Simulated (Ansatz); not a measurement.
Program: Ansatz. Geometries: PBE0-D4/def2-TZVP. ΔE: electronic, gas phase. CBS: MP2 limit from def2 TZ/QZ plus the TZ coupled-cluster correction, frozen cores. Functionals use def2-TZVPP. B3LYP here is the variant with VWN-RPA as its local correlation; programs differ in this. For Br outer-core shells are correlated without core-valence functions, which leaves a few kJ/mol of doubt a bond. Scalar relativity is left out up to krypton. One conformer a species, not always the lowest.

`OB1O[SiH2]1` + `C[CH2][AlH][Br]` → `C[SiH]1OB1O` + `[CH3][AlH][Br]`  (redistribution)

```tsv
level	ΔE (kJ/mol)	difference from CCSD(T)/CBS
PBE-D4	-64.5	0.4
r2SCAN-D4	-68.3	-3.4
PBE0-D4	-65.4	-0.5
B3LYP-D4	-64.7	0.2
ωB97X-V	-64.5	0.4
ωB97M-V	-67.1	-2.2
B2PLYP	-66.2	-1.3
PBE	-65.4	-0.5
r2SCAN	-68.5	-3.6
PBE0	-66.2	-1.3
B3LYP	-66.2	-1.3
HF/def2-TZVPP	-63.6	1.3
MP2/def2-TZVPP	-65.8	-0.9
SCS-MP2/def2-TZVPP	-62.4	2.5
CCSD/def2-TZVPP	-63.7	1.2
CCSD(T)/def2-TZVPP	-63.6	1.3
HF/def2-QZVPP	-63.4	1.5
MP2/def2-QZVPP	-66.5	-1.6
SCS-MP2/def2-QZVPP	-63.2	1.7
HF/CBS(def2)	-63.4	1.5
MP2/CBS(def2)	-67.1	-2.2
CCSD/CBS(def2)	-65.0	-0.1
CCSD(T)/CBS	-64.9	0
```

Largest T1 diagnostic among the species: 0.015.
